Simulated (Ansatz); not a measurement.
Cartesian coordinates (Å):
```xyz
5

Cd     0.0216    -0.1025     0.0645
O     -1.3686     0.4101     1.3491
H     -2.1648     0.6941     0.8780
O      1.4613    -0.7605    -1.0931
H      1.9073    -0.0158    -1.5207
```
Charge 0, spin multiplicity 1.

Computed with Ansatz (a quantum-chemistry and plane-wave program) with frozen-core CCSD(T)/def2-TZVPP // r2SCAN-D4/def2-SVP.

```json
{
  "HF energy": "-317.81735 Ha",
  "MP2 correlation energy": "-1.21535 Ha"
}
```

Task: Estimate the CCSD correlation energy, the (T) correction, the total energy and the T1 diagnostic.

Result: 
```
Property                        Result
-----------------------  -------------
CCSD correlation energy    -1.18217 Ha
(T) correction             -0.03853 Ha
CCSD(T) total energy     -319.03805 Ha
T1 diagnostic                    0.017
```
